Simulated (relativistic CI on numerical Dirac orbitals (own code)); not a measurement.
# Energy levels of Eu⁶²⁺

Method of calculation: Dirac equation for one electron, model QED (radiative potential, 1s self-energy scaled to tabulated hydrogen-like ionisation energies) (own radial code, finite nucleus).

CI space: 1s, 2s, 2p, 3s, 3p, 3d, 4s, 4p, 4d, 4f, 5s, 5p, 5d, 5f, 5g, 6s, 6p, 6d. Levels of other configurations are missing.

The lowest level is 1s 2S_1/2, with 100 % of that term; Hund's rules for 1s give 2S with J = 1/2, in agreement.

| No. | Configuration | Term | J | E (10³ cm⁻¹) | % | Landé g |
| --- | --- | --- | --- | --- | --- | --- |
| 1 | 1s | 2S | 1/2 | 0 | 100 | 1.853 |
| 2 | 2p | 2P° | 1/2 | 343714 | 100 | 0.628 |
| 3 | 2s | 2S | 1/2 | 343817 | 100 | 1.964 |
| 4 | 2p | 2P° | 3/2 | 350361 | 100 | 1.306 |
| 5 | 3p | 2P° | 1/2 | 409465 | 100 | 0.649 |
| 6 | 3s | 2S | 1/2 | 409496 | 100 | 1.986 |
| 7 | 3d | 2D | 3/2 | 411438 | 100 | 0.787 |
| 8 | 3p | 2P° | 3/2 | 411443 | 100 | 1.321 |
| 9 | 3d | 2D | 5/2 | 412029 | 100 | 1.188 |
| 10 | 4p | 2P° | 1/2 | 432197 | 100 | 0.657 |
| 11 | 4s | 2S | 1/2 | 432210 | 100 | 1.993 |
| 12 | 4d | 2D | 3/2 | 433026 | 100 | 0.792 |
| 13 | 4p | 2P° | 3/2 | 433027 | 100 | 1.327 |
| 14 | 4f | 2F° | 5/2 | 433275 | 100 | 0.850 |
| 15 | 4d | 2D | 5/2 | 433276 | 100 | 1.194 |
| 16 | 4f | 2F° | 7/2 | 433398 | 100 | 1.136 |
| 17 | 5p | 2P° | 1/2 | 442601 | 100 | 0.660 |
| 18 | 5s | 2S | 1/2 | 442608 | 100 | 1.996 |
| 19 | 5d | 2D | 3/2 | 443023 | 100 | 0.795 |
| 20 | 5p | 2P° | 3/2 | 443024 | 100 | 1.330 |
| 21 | 5f | 2F° | 5/2 | 443151 | 100 | 0.852 |
| 22 | 5d | 2D | 5/2 | 443151 | 100 | 1.196 |
| 23 | 5g | 2G | 7/2 | 443214 | 100 | 0.884 |
| 24 | 5f | 2F° | 7/2 | 443214 | 100 | 1.139 |
| 25 | 5g | 2G | 9/2 | 443251 | 100 | 1.107 |
| 26 | 6p | 2P° | 1/2 | 448204 | 100 | 0.662 |
| 27 | 6s | 2S | 1/2 | 448208 | 100 | 1.998 |
| 28 | 6d | 2D | 3/2 | 448447 | 100 | 0.796 |
| 29 | 6p | 2P° | 3/2 | 448448 | 100 | 1.331 |
| 30 | 6d | 2D | 5/2 | 448521 | 100 | 1.197 |

Energies count from the lowest computed level; ° marks odd parity.
